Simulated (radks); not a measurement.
Task: All-electron atom: Au2+ in [Xe] 4f14 5d9. All-electron calculation, scalar-relativistic Kohn-Sham, r2SCAN, spin-polarised, spherical densities, finite nucleus; open shells are filled with parallel spins first (spin-orbit coupling, left out, can overturn this in heavy ions); meta-GGA in the generalised Kohn-Sham scheme; Fermi nuclear charge, rms radius 5.4371 fm. Program: a radial shooting solver on a logarithmic mesh with Libxc functionals. Some entries of the table are withheld. Estimate them.

orbital,occ.,eigenvalue (eV),<r> (bohr)
1s down,1,-80865.19,0.01687
1s up,1,-80865.19,0.01687
2s up,1,-14314.35,0.07112
2s down,1,-14314.23,0.07112
2p up,3,-12377.32,0.06425
2p down,3,-12377.23,0.06425
3s up,1,-3406.148,0.1837
3s down,1,-3406.132,0.1837
3p up,3,-2841.789,0.1850
3p down,3,-2841.764,0.1850
3d up,5,-2237.175,0.1677
3d down,5,-2237.105,0.1677
4s up,1,-762.7855,0.4070
4s down,1,-762.6927,0.4070
4p up,3,-576.9188,0.4332
4p down,3,-576.8394,0.4332
4d up,5,-352.4567,0.4582
4d down,5,-352.3619,0.4582
5s up,1,-132.4719,0.9305
5s down,1,-131.8428,0.9291
4f up,7,(1),0.4988
4f down,7,(2),0.4983
5p up,3,-83.3193,(3)
5p down,3,-82.5382,(4)
5d up,5,-27.9412,1.484
5d down,4,-27.0808,1.490

Result: 
(1) 4f up eigenvalue (eV): -103.7697
(2) 4f down eigenvalue (eV): -103.6326
(3) 5p up <r> (bohr): 1.072
(4) 5p down <r> (bohr): 1.070
